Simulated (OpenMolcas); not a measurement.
An OpenMolcas run meant for O+ (ANO-RCC-MB, DKH3; inactive shells 1s; intended active space 5 electrons in 4 orbitals (2s 2p)). One step of its input:

```
&RASSCF
FileOrb=start.orb
Symmetry=1
Spin=2
nActEl=5 0 0
Inactive=1 0
Ras2=1 3
CIRoot=11 11 1
SDav=11
CIMx=300
Iter=100 100
PrWF=0.3
OrbListing=Nothing
MaxOrb=0
Atom
CIOnly
>>> COPY $Project.JobIph JOB002
```

Lines from the output:

```
...
      Number of secondary orbitals               0
      Spin quantum number                      0.5
      State symmetry                             1
Orbital specifications:
      -----------------------

      Symmetry species                           1   2
                                                ag  au
      Frozen orbitals                            0   0
      Inactive orbitals                          1   0
      Active orbitals                            1   3
      RAS1 orbitals                              0   0
      RAS2 orbitals                              1   3
      RAS3 orbitals                              0   0
      Secondary orbitals                         0   0
      Deleted orbitals                           0   0
      Number of basis functions                  2   3
      Number of CSFs                             9
      Number of root(s) required                11
 ************ ERROR ***********
  You can't ask for more roots
  than there are configurations
 ******************************
--- Stop Module: rasscf at  /rc=_RC_INPUT_ERROR_ ---
.####################.
.# User input error #.
.####################.
```

Q: What is wrong with the input?

A: The state symmetry names the wrong parity for these configurations.
